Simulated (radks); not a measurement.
Q: Coherent X-ray form factor from a spherical all-electron density. Calculated with a radial shooting solver on a logarithmic mesh with Libxc functionals: Dirac Kohn-Sham, PBE, spin-unpolarised, spherical densities, point nucleus.

sin(theta)/lambda (1/angstrom),f0 (electrons)
0.05,48.694
0.1,47.805
0.15,46.411
0.2,44.625
0.25,42.575
0.3,40.384
0.4,35.965
0.5,31.892
0.6,28.353
0.8,22.895
1,19.245
1.25,16.288
1.5,14.067
2,10.199

The species is in the configuration that NIST lists as its ground one. Which atom or ion scatters so?

A: The praseodymium ion Pr10+, [Kr] 4d10 5s2 5p1. Extrapolating in s^2 from the first two rows gives f0(0) = 49.0, near the electron count 49; among species with that count, the fall with angle is slower the higher Z, and the table is that of Z = 59; from so few rows the species is fixed only to a neighbour or two.
